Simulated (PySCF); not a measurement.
Ga(AsH3)F3.
Bonds: Ga1–As2, Ga1–F6, Ga1–F7, Ga1–F8. Hydrogens: H3, H4, H5 on As2.

Computed with PySCF 2.14.0, PBE0-D3(BJ)/def2-SVP geometry optimisation, gas phase.

Task: List the bond lengths and angles at this level.

Result: 
```tsv
bond	length (Å)
Ga1–As2	2.572
Ga1–F6, Ga1–F7, Ga1–F8	1.752
As2–H3, As2–H4, As2–H5	1.505
```

Bonds in one row agree within 0.01 Å and their mean is given. A selection of angles:
```tsv
angle	degrees
As2–Ga1–F6	100.6
As2–Ga1–F7	98.5
F6–Ga1–F7	117.1
Ga1–As2–H3	117.9
Ga1–As2–H4	119.1
H3–As2–H4	99.7
```

All 3 F–Ga bonds measure 1.751 to 1.753 Å. Ga1 (gallium bonded to As and 3 F) is distorted tetrahedral (angles from 98.5° to 117.4°). As2 (arsenic bonded to Ga and 3 H) is distorted tetrahedral (angles from 99.6° to 119.1°).

No PBE0-D3(BJ)/def2-SVP frequencies stand behind this structure, so it isn't proved a minimum.
